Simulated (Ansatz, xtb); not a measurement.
# Isomers of H2NOPSi in order of energy

10 gas-phase structures of H2NOPSi, found in a search over its isomers (lower ones may exist). Each was relaxed with GFN2-xTB; where two conformers were screened, the lower at r2SCAN-D4/def2-SVP is listed:

A. `[H]/P=N/[SiH]=O`, a singlet
B. `[H]/P=N\[SiH]=O`, a singlet
C. `O=[Si]=NP`, a singlet
D. `[NH+]1=[SiH]O[P-]1`, a singlet
E. `[H]/N=P/[SiH]=O`, a singlet
F. `[H]/N=P\[SiH]=O`, a singlet
G. a singlet given by its coordinates
H. `O=PN=[SiH2]`, a singlet
I. a singlet given by its coordinates
J. `O=[Si]1NP1`, a singlet

G (Å):

| atom | x (Å) | y (Å) | z (Å) |
| --- | --- | --- | --- |
| N | -2.6073 | -0.2147 | 0.6491 |
| O | -1.9499 | -1.0275 | 2.7464 |
| P | -3.3531 | -0.7141 | 1.9716 |
| Si | -1.0250 | -0.5038 | 1.3606 |
| H | -0.2924 | 0.6683 | 1.7883 |
| H | -0.3144 | -1.6719 | 0.8877 |

Close contacts (Å): N1–P3 1.60, N1–Si4 1.76, O2–P3 1.63, O2–Si4 1.75, P3–Si4 2.42, Si4–H5 1.45, Si4–H6 1.45.

I (Å):

```xyz
6

N     0.0667    1.0998    0.9775
O     1.4481    2.4834   -0.4393
P     1.2771    0.7758   -0.2991
Si    0.2613    2.7226    0.7036
H     2.3922    0.6419    0.5637
H    -0.0167    4.1215    0.8552
```

Close contacts (Å): N1–P3 1.79, N1–Si4 1.66, O2–P3 1.72, O2–Si4 1.66, P3–Si4 2.41, P3–H5 1.42, Si4–H6 1.43.

Question: Which do you expect lowest at r2SCAN-D4/def2-SVP, and how would the others follow?

Answer: Calculated order at r2SCAN-D4/def2-SVP: G (0.0), D (6.9), J (20.3), A (24.4), H (27.3), B (29.0), I (34.0), C (37.4), E (42.6), F (43.9) kcal/mol.

Energies above the lowest of each column, in kcal/mol; the last columns are at PBE0-D3(BJ)/def2-SVP geometries and were run for some of them only (a dash: not run or not comparable):

| structure | GFN2-xTB | HF/STO-3G | r2SCAN-D4/def2-SVP | PBE0-D3(BJ)/def2-SVP | CCSD(T)/def2-TZVP |
| --- | --- | --- | --- | --- | --- |
| G | 0.6 | 1.3 | 0.0 | 0.0 | 0.0 |
| D | 14.5 | 0.0 | 6.9 | 8.8 | 18.9 |
| J | 18.0 | 61.5 | 20.3 | 22.5 | 32.2 |
| A | 0.0 | 60.5 | 24.4 | – | – |
| H | 1.4 | 73.3 | 27.3 | – | – |
| B | 1.6 | 61.7 | 29.0 | – | – |
| I | 15.1 | 39.8 | 34.0 | – | – |
| C | 0.0 | 81.8 | 37.4 | – | – |
| E | 15.3 | 67.8 | 42.6 | – | – |
| F | 20.4 | 72.0 | 43.9 | – | – |

CCSD(T)/def2-TZVP puts G lowest of those it was run on; GFN2-xTB picks C, HF/STO-3G picks D. Some further structures that were screened fall inside this span and aren't listed. Flexible structures stand in one conformer each, not always the lowest. Frequencies (PBE0-D3(BJ)/def2-SVP) were run for D, G, J alone. Large T1 diagnostics make some coupled-cluster values less sure.

Over these structures GFN2-xTB departs from r2SCAN-D4/def2-SVP by 11.9 kcal/mol on average once a common shift is removed. A GFN2-xTB relaxation took about 0.4 s and the r2SCAN-D4/def2-SVP energy about 3.8 s on a shared host (Ansatz 0.2.0, xtb 6.7.1).
